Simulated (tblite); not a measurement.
Compound: C7H5FN2.
SMILES: `C#Cc1nnc(C)cc1F`

All values are computed: GFN2-xTB (tblite) harmonic vibrations without scaling, gas phase. The method is semi-empirical: single wavenumbers can be off by several per cent or more.

Harmonic wavenumbers (cm⁻¹): 56.9, 81.1, 110.2, 182.9, 215.0, 270.9, 347.4, 391.1, 416.8, 426.2, 494.9, 540.9, 579.1, 659.5, 671.2, 730.0, 741.0, 763.0, 867.1, 988.6, 1002.0, 1022.1, 1121.1, 1181.4, 1202.1, 1304.3, 1379.3, 1390.7, 1408.8, 1455.6, 1461.4, 1488.6, 1547.7, 2252.7, 3016.0, 3026.3, 3072.7, 3095.6, 3395.5.

A = 2919, B = 997.8, C = 747.1 MHz; mass 136.044 u (most abundant isotopes); point group Cs, symmetry number 1.

What is the zero-point energy?

Half the sum of the wavenumbers: 22179 cm⁻¹ = 265.32 kJ/mol.

Entropy at 298.15 K, 1 bar (ideal gas, RRHO, classical rotation)?

Translation 170.13, rotation 122.93, vibration 106.42: S = 399.5 J/(mol K).

And Cp and H(298.15 K) − H(0)?

Cp = 149.88 J/(mol K), of which vibrations give 116.62 (their classical limit is 39 R = 324.3); H(298.15 K) − H(0) = 27.17 kJ/mol without the zero-point energy, 17.25 from vibrations.

Which modes carry the vibrational entropy at 298.15 K?

56.9 cm⁻¹: 19.09; 81.1 cm⁻¹: 16.17; 110.2 cm⁻¹: 13.66; 182.9 cm⁻¹: 9.62; 215.0 cm⁻¹: 8.37; 270.9 cm⁻¹: 6.65 J/(mol K); the other 33 give 32.86 together.

What must be added to the electronic energy to get the Gibbs energy at 298.15 K and 1 bar?

ZPE + [H(298.15 K) − H(0)] − T·S = 265.32 + 27.17 − 119.10 = 173.39 kJ/mol.

How do the functions run with temperature in this model?

```tsv
T (K)	S (J/(mol K))	Cp (J/(mol K))	H − H(0) (kJ/mol)	G − H(0) (kJ/mol)	ln q(vib)
150	318.2	91.9	9.16	-38.58	2.43
250	374.7	132.0	20.38	-73.29	4.72
400	448.4	183.7	44.21	-135.15	8.21
600	532.8	232.5	86.18	-233.51	12.76
900	636.2	276.0	163.09	-409.46	19.05
```

q(vib) and H(0) count from the zero-point level.

Blend soft modes into free rotors: weight 1/[1 + (100 cm⁻¹/ν̃)⁴] for the oscillator and the rest for a rotor with moment μB/(μ + B), μ = h/(8π²ν), B = 10⁻⁴⁴ kg m². What vibrational entropy results?

98.95 J/(mol K) in place of 106.42, which changes −T·S at 298.15 K by +2.23 kJ/mol.

Hindered rotation and anharmonicity are outside this model.
